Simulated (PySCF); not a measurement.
C6H9O2P.
SMILES with atom numbers: `[CH:1]#[C:2][P:3]1(=[O:4])[CH2:5][CH2:6][O:7][CH2:8][CH2:9]1` (hydrogens: H10 on C1; H11, H12 on C5; H13, H14 on C6; H15, H16 on C8; H17, H18 on C9)

Computed with TDDFT B3LYP/def2-SVPD, vertical, gas phase, core orbitals frozen in the response (PySCF 2.14.0, density-fitted response routines). The structure is a single PBE0-D3(BJ)/def2-SVP conformer in the gas phase; no vibrational or solvent corrections.

**Question.** What does the calculation give for the low-lying excited states?

**Answer.** 

```csv
state,E (eV),λ (nm),ν̃ (cm⁻¹),f,symmetry,"main configurations (H = HOMO, L = LUMO)"
S1,5.69,217.7,45930,0.0017,–,H→L (97%)
S2,5.93,209.1,47820,0.016,A′,"H-1→L (79%), H-2→L (11%)"
S3,6.00,206.6,48400,0.0005,–,"H-1→L+1 (43%), H-2→L+1 (34%), H-4→L+1 (14%)"
S4,6.10,203.4,49170,0.023,A′,H→L+1 (92%)
S5,6.20,200.0,50000,0.0003,–,"H-3→L (82%), H-1→L+1 (13%)"
S6,6.24,198.7,50320,0.0033,A′,"H-2→L (58%), H-3→L+1 (18%), H-1→L (14%)"
S7,6.38,194.3,51460,0.0005,–,"H-1→L+1 (43%), H-2→L+1 (35%), H-4→L+1 (15%)"
S8,6.58,188.3,53090,0.0052,A′,"H-4→L (50%), H-2→L (24%), H-3→L+1 (23%)"
S9,6.81,182.0,54960,0.0016,–,"H-4→L+1 (68%), H-2→L+1 (30%)"
S10,7.02,176.6,56640,0.0076,A″,H→L+2 (98%)
```

Triplets, Tamm–Dancoff:

```
state  E (eV)  λ (nm)  main configurations (H = HOMO, L = LUMO)
   T1    4.94   250.9   H-4→L (31%), H-3→L+1 (27%), H-2→L (22%)
   T2    5.37   230.8   H-3→L+1 (52%), H-2→L (14%), H→L+1 (11%)
   T3    5.38   230.4     H-3→L (33%), H→L (25%), H-4→L+1 (18%)
   T4    5.57   222.6                   H→L (71%), H-2→L+1 (8%)
```

The lowest singlet comes at 218 nm (549 kJ/mol) in the ultraviolet; it is very weak; its leading configuration is HOMO→LUMO (97%). The most intense listed level is S4 at 6.10 eV (203 nm, f = 0.023), 0.40 eV above S1. Löwdin shares by element: HOMO oxygen 58% or more, carbon 17% or more, phosphorus 14%; LUMO carbon 59% or more, phosphorus 12%, hydrogen 7% or more (atoms not listed hold the other 22%). Orbital energies (eV): HOMO-3 -8.59, HOMO-2 -7.97, HOMO-1 -7.70, HOMO -7.55, LUMO -0.77, LUMO+1 -0.58, LUMO+2 0.21. Weighted by f, the mean energy of these states is 6.23 eV. The oscillator strengths of these states sum to 0.060; summed over the whole spectrum of an exact calculation they would give the number of electrons, 76 (Thomas–Reiche–Kuhn). The vertical ionisation energy (ΔSCF) is 9.61 eV, 2.59 eV above S10. Symmetry labels in Cs follow from the direction of the transition dipole and are given only for states with f of 0.002 or more. Only the lowest 10 singlets were computed, as vertical energies without vibronic structure.

The run took 4.1 min of wall time on one thread of an AMD EPYC 7R43, no GPU, on a shared host, and the process peaked at 1.1 GiB of memory.
